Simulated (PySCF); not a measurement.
BiI3, SMILES [I][Bi]([I])[I].

Geometry optimised at B3LYP-D3(BJ)/def2-SVP. The isomer is the one that the SMILES or the coordinates give; other isomers of the formula were not compared. The def2 effective core potentials stand for the cores of Bi, I; spin–orbit coupling is left out.

Method: IEF-PCM-B3LYP/def2-SVP in PySCF 2.14.0.

The values are the electrostatic part of the solvation free energy, E(continuum) − E(gas) at the gas-phase geometry, in a cavity of scaled van der Waals radii (PySCF's table); cavitation and dispersion terms are not included. A continuum can't describe solvent molecules that bind to the metal. In vacuum the orbital gap is 3.85 eV. The dipole moment in vacuum is 2.86 D.

```
solvent       ε  ΔG(elec) (kcal/mol)  dipole (D)  gap (eV)
--------  -----  -------------------  ----------  --------
water     78.36                 -6.6        4.64      4.12
methanol  32.61                 -6.4        4.57      4.11
benzene    2.27                 -2.6        3.52      3.96
```
